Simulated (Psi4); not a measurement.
tellurium atom (Te), triplet (core potentials on Te). Base run: CAM-B3LYP/def2-SV(P) in Psi4.

Geometry (Å):
```xyz
1

Te     0.0000     0.0000     0.0000
```
Charge 0, spin multiplicity 3.
Orbitals are unrestricted.
All else is at Psi4's defaults (density fitting; Cartesian or spherical functions as each basis is defined).

Each row names what was changed in the base input (with any setting that the change needs).

```csv
change,basis functions,E (Eh)
base,26,-267.97306
basis = def2-SVP,26,-267.97306
basis = def2-SVPD,…,…
basis = def2-TZVPP,50,-267.98265
basis = def2-TZVP,50,-267.98265
basis = def2-TZVPD,…,…
basis = def2-QZVPP,82,-267.98404
basis = def2-QZVP,82,-267.98404
```

Question: What belongs in the gaps?

Answer: 
- basis = def2-SVPD, basis functions: 35
- basis = def2-SVPD, E (Eh): -267.97456
- basis = def2-TZVPD, basis functions: 59
- basis = def2-TZVPD, E (Eh): -267.98276

Totals compare only among sets that treat the same electrons; sets with core potentials leave the core out.

Open shells are given as the SCF converged; they aren't shown to be the lowest states, and a large step between rows can be another state.
